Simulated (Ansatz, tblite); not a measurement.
Removing an electron: Cs₄H₅⁻ (the lowest singlet isomer of a short search). Charge -1, multiplicity 1. Geometry: r2SCAN-D4/def2-TZVPD. Ansatz, gas phase; energy differences of separate SCF runs; the oxidised species was run as a doublet alone.

| atom | x (Å) | y (Å) | z (Å) |
| --- | --- | --- | --- |
| Cs1 | 2.152 | -1.713 | 0.772 |
| Cs2 | -0.170 | 2.877 | -0.428 |
| Cs3 | -1.161 | -0.489 | -2.535 |
| Cs4 | -1.080 | -0.068 | 2.683 |
| H5 | 0.374 | -2.492 | 2.961 |
| H6 | 1.311 | 1.151 | 1.453 |
| H7 | -2.180 | 0.769 | 0.071 |
| H8 | 0.983 | -2.245 | -1.792 |
| H9 | -0.229 | 2.209 | -3.185 |

In the def2 sets Cs takes a core potential; there is no spin–orbit coupling. The xTB rows come from tblite. HOMO above LUMO, or a gap near zero within one spin, warns that the state may not be the lowest or that an electron is smeared out. The structure comes from a short search, and lower isomers may exist.

| level | −HOMO (eV) | vertical IE (eV) | −LUMO (eV) | HOMO–LUMO gap (eV) | remarks |
| --- | --- | --- | --- | --- | --- |
| GFN2-xTB | 5.23 | 7.01 | 2.46 | 2.77 | – |
| PBE-D4/def2-TZVPD | 0.17 | 2.19 | -1.37 | 1.54 | gap within one spin near zero (doublet) |
| r2SCAN-D4/def2-TZVPD | 0.23 | 2.04 | -1.71 | 1.94 | gap within one spin near zero (doublet) |
| PBE0-D4/def2-TZVPD | 1.06 | 2.54 | -1.64 | 2.70 | – |

Run but left out: GFN1-xTB (tight binding far off the other levels).  Raw xTB energy differences between charge states are shifted by several eV; the methods need an empirical correction for them.
